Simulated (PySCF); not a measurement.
A species of formula C4H4FNO2 has this rotational fingerprint, computed with wB97X-D/def2-SVPD in PySCF (dipole) on a GFN2-xTB geometry, gas phase:

- Rotational constants: A = 6468, B = 998.4, C = 864.9 MHz
- Dipole components: |μa| = 1.62 D, |μb| = 1.15 D, |μc| = 0.00 D
- Inertial defect: 0.00 u·Å²
- κ: -0.95

Problem. Which structure is it? (One computed conformer of each.)
A. `[O:1]=[CH:2][C:3](=[O:4])[NH:5]/[CH:6]=[CH:7]/[F:8]` with O1–C2–C3–O4 180°, C2–C3–N5–C6 180°, C3–N5–C6–C7 180°
B. `[N:1]#[C:2][C@@:3]1([CH2:4][OH:5])[O:6][C@H:7]1[F:8]` with C2–C3–C4–O5 -93°, C3–C4–O5–H 171°
C. `[O:1]=[CH:2][C:3](=[O:4])[NH:5]/[CH:6]=[CH:7]\[F:8]` with O1–C2–C3–O4 180°, C2–C3–N5–C6 180°, C3–N5–C6–C7 180°
D. `[CH2:1]=[N:2]/[C:3]([F:4])=[CH:5]\[O:6][CH:7]=[O:8]` with C1–N2–C3–F4 0°, C3–C5–O6–C7 180°, C5–O6–C7–O8 0°
E. `[N:1]#[C:2][C@@H:3]1[CH2:4][O:5][C@@H:6]([F:7])[O:8]1` with C2–C3–C4–O5 -109°, C3–C4–O5–C6 -26°, C4–O5–C6–F7 -82°, O5–C6–O8–C3 -30°
F. `[CH2:1]=[N:2]/[C:3]([F:4])=[CH:5]/[O:6][CH:7]=[O:8]` with C1–N2–C3–F4 0°, C3–C5–O6–C7 180°, C5–O6–C7–O8 0°

Solution. F. It is C=N/C(F)=C/OC=O, a near-prolate asymmetric top, point group Cs. The candidates at the same level (rigid rotor, commonest isotopes):

```tsv
SMILES	A (MHz)	B (MHz)	C (MHz)	μa (D)	μb (D)	μc (D)	Δ (u·Å²)	point group	rotor
O=CC(=O)N/C=C/F	5050	931.7	786.6	0.44	1.84	0.00	0.00	Cs	near-prolate asymmetric top
O=CC(=O)N/C=C\F	3711	1200	907.0	0.92	0.32	0.00	0.00	Cs	asymmetric top
N#C[C@@H]1CO[C@@H](F)O1	5404	1443	1304	1.48	1.17	1.44	-56.41	C1	near-prolate asymmetric top
C=N/C(F)=C/OC=O	6468	998.4	864.9	1.62	1.15	0.00	0.00	Cs	near-prolate asymmetric top
C=N/C(F)=C\OC=O	5696	1040	879.6	1.91	1.58	0.00	0.00	Cs	near-prolate asymmetric top
N#C[C@@]1(CO)O[C@H]1F	2429	1962	1405	4.24	3.01	1.03	-105.82	C1	asymmetric top
```

`C=N/C(F)=C\OC=O` has A 12 % too low; `N#C[C@@]1(CO)O[C@H]1F` has B 97 % too high; `O=CC(=O)N/C=C\F` has A 43 % too low; `N#C[C@@H]1CO[C@@H](F)O1` has C 51 % too high; `O=CC(=O)N/C=C/F` has A 22 % too low. In the right answer the mirror of this Cs structure is the ab plane, so μc vanishes by symmetry. No structure here is proved a minimum.
